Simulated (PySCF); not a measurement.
Radial density of In⁺ (indium, charge +1)

UHF, [Kr] 4d10 5s2, closed-shell 1S. Calculation: PySCF 2.14, in aug-cc-pwCVTZ-PP with ECP28MDF (8s7p6d4f1g, 96 functions); scalar relativity through the core potential. This is the valence pseudo-density: the core potential removes the inner electrons and smooths the orbitals near the nucleus.

```tsv
r (bohr)	4πr²ρ (e/bohr)
0.00929	1.282e-05
0.0156	2.961e-05
0.0263	5.765e-05
0.0442	0.0001159
0.0743	0.0004088
0.125	0.003788
0.210	0.05685
0.354	1.192
0.595	13.54
1.00	18.92
1.68	4.712
2.83	0.9507
4.76	0.07944
8.01	0.0004049
```

Energies and moments cover only the electrons outside the core potential.
